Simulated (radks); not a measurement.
The numbers below are computed, except where a source is named.
Problem. Nd6+, configuration [Kr] 4d10 4f2 5s2 5p4 (the NIST ground configuration). Level of theory: scalar-relativistic Kohn-Sham, LDA (Slater exchange, Perdew-Wang correlation), spin-unpolarised, spherical densities, point nucleus (a radial shooting solver on a logarithmic mesh with Libxc functionals). Some entries of the table are withheld. Estimate them.

| orbital | occ. | eigenvalue (eV) | <r> (bohr) | r(max) (bohr) |
|---|---|---|---|---|
| 1s | 2 | -43445.61 | 0.02365 | 0.01511 |
| 2s | 2 | -7100.205 | 0.1011 | 0.08557 |
| 2p | 6 | -6359.075 | 0.08883 | 0.06894 |
| 3s | 2 | (1) | 0.2667 | 0.2440 |
| 3p | 6 | -1374.747 | 0.2647 | 0.2389 |
| 3d | 10 | -1049.615 | 0.2419 | 0.1960 |
| 4s | 2 | -387.0785 | 0.6047 | 0.5640 |
| 4p | 6 | -309.9991 | 0.6388 | 0.5881 |
| 4d | 10 | -200.2077 | 0.6956 | 0.6146 |
| 5s | 2 | -112.5031 | 1.356 | 1.262 |
| 5p | 4 | -90.7352 | 1.506 | 1.391 |
| 4f | 2 | -81.8240 | 0.8634 | (2) |
| 5d | 0 | -61.3140 | 1.841 | 1.679 |
| 6s | 0 | -49.5231 | 2.648 | 2.588 |

Solution. 
(1) 3s eigenvalue (eV): -1608.484
(2) 4f r(max) (bohr): 0.6305
